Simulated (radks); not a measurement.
Values are calculated unless marked as measured or tabulated.
How relativity changes the ionisation of the praseodymium ion Pr+ ([Xe] 4f3 6s1) to Pr2+ ([Xe] 4f3). Spin-unpolarised spherical Kohn-Sham, LDA (Slater exchange, Perdew-Wang correlation), point nucleus unless stated (finite: rms radius 4.8919 fm), a radial shooting solver on a logarithmic mesh with Libxc functionals. A level marked "c x" has the speed of light scaled by that factor and shares open shells by 2j + 1; other Dirac levels either fill j = l - 1/2 first or share by 2j + 1.

| level | E(Pr+) (hartree) | E(Pr2+) (hartree) | IE (eV) | HOMO | <r> HOMO (bohr) |
|---|---|---|---|---|---|
| non-rel. | -8917.4344 | -8917.0566 | 10.281 | 6s | 4.216 |
| scalar-rel. | -9230.3878 | -9229.9900 | 10.823 | 4f | 1.172 |
| scalar-rel., finite nucleus | -9229.9219 | -9229.5242 | 10.822 | 4f | 1.172 |
| Dirac, 2j+1 shares | -9235.6599 | -9235.2622 | 10.822 | 4f7/2 | 1.182 |
| Dirac, low j first | -9235.6816 | -9235.2842 | 10.814 | 4f5/2 | 1.166 |
| Dirac, 2j+1 shares, finite nucleus | -9235.1918 | -9234.7942 | 10.821 | 4f7/2 | 1.182 |
| Dirac, c x 0.85 | -9375.9349 | -9375.5273 | 11.092 | 4f7/2 | 1.238 |
| Dirac, c x 3 | -8949.9549 | -8949.5752 | 10.332 | 6s1/2 | 4.197 |
| Dirac, c x 10 | -8920.3355 | -8919.9576 | 10.285 | 6s1/2 | 4.214 |

NIST Atomic Spectra Database: 10.63 eV (semi-empirical). The relativistic part of the total energy of Pr+ is -317.8 hartree (Dirac, 2j+1 shares, finite nucleus), 3.6 % of the non-relativistic value. Spin polarisation and multiplet splitting of open shells are left out at every level.

Beside tabulated values, note that relativity, absent from the non-relativistic runs, is large for the heavy elements, and spin-unpolarised runs miss the spin-polarisation part of the exchange energy of open shells.
